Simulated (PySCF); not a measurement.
Input for PySCF: U-B3LYP/6-31G* on AlClH2 (SMILES [AlH2][Cl]), a point of a bond scan (R = 1.726 Å).

```python
from pyscf import gto, scf, dft, mp
from pyscf.data.elements import chemcore

mol = gto.M(
    atom='''
    Al   -0.00485882   -0.35109449   -1.01440583
    H    -1.53128628   -0.46527775   -1.81232413
    H     1.37623290   -0.72200504   -1.66059972
    Cl    0.00467364    0.33771358    0.97574480
    ''',
    basis='6-31g*',
    cart=True,
    charge=0, spin=0, verbose=3, max_memory=1800)
mf = dft.UKS(mol, xc='b3lyp')
mf.conv_tol = 1e-8
mf.max_cycle = 100
mf.init_guess_breaksym = True
mf.kernel()
if not mf.converged:
    mf = mf.newton().run(mf.mo_coeff, mf.mo_occ)
for _ in range(4):
    mo, _, stable, _ = mf.stability(return_status=True)
    if stable:
        break
    mf.kernel(mf.make_rdm1(mo, mf.mo_occ))
```

Problem. Give the final energy of this run.

Solution. -703.8802 hartree.
